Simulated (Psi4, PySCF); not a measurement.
H4MgOSi (SMILES [MgH][O][SiH3]), singlet, at a GFN2-xTB geometry (such geometries of metal compounds can be far from the true shape). Base run: BLYP/6-31G, TDDFT (PySCF).

PySCF was given this input:
```python
from pyscf import gto, scf, dft, tdscf

mol = gto.M(
    atom='''
Mg   -1.490019   -0.765219    0.824909
H    -2.718920   -1.390564    1.524533
O    -0.089903   -0.046790    0.047704
Si    1.187675    0.609869   -0.657783
H     1.206155    0.197500   -2.076448
H     2.403890    0.132240    0.031809
H     1.080874    2.079610   -0.551475
''',
    basis='6-31g',
    charge=0,
    spin=0,
    verbose=4,
)

mf = dft.RKS(mol)
mf.xc = 'blyp'
mf.kernel()
td = mf.TDDFT()
td.nstates = 5
td.kernel()
td.analyze()
```

Programs used: Psi4, PySCF; a row that names a program was run with it.

The base run was repeated with changes; each row names its change, and settings that it needs were set with it.

```json
[
 {"change": "base", "first excitation (eV)": "5.03", "oscillator strength of the first": "0.018", "second (eV)": "5.03"},
 {"change": "functional = camb3lyp", "first excitation (eV)": "6.01", "oscillator strength of the first": "0.016", "second (eV)": "6.02"},
 {"change": "basis = def2-SVP", "first excitation (eV)": "5.21", "oscillator strength of the first": "0.014", "second (eV)": "5.21"},
 {"change": "response = Tamm-Dancoff", "first excitation (eV)": "5.04", "oscillator strength of the first": "0.020", "second (eV)": "5.04"},
 {"change": "functional = m062x", "first excitation (eV)": "6.10", "oscillator strength of the first": "0.015", "second (eV)": "6.11"},
 {"change": "code = psi4", "first excitation (eV)": "5.03", "oscillator strength of the first": "0.018", "second (eV)": "5.03"},
 {"change": "conv_tol = 1e-3", "first excitation (eV)": "5.03", "oscillator strength of the first": "0.018", "second (eV)": "5.03"},
 {"change": "functional = pbe0", "first excitation (eV)": "5.86", "oscillator strength of the first": "0.017", "second (eV)": "5.86"},
 {"change": "nstates = 10", "first excitation (eV)": "5.03", "oscillator strength of the first": "0.018", "second (eV)": "5.03"},
 {"change": "functional = wb97x", "first excitation (eV)": "6.30", "oscillator strength of the first": "0.023", "second (eV)": "6.30"}
]
```

An iterative solver can miss low states, so a row lists the states that it found.
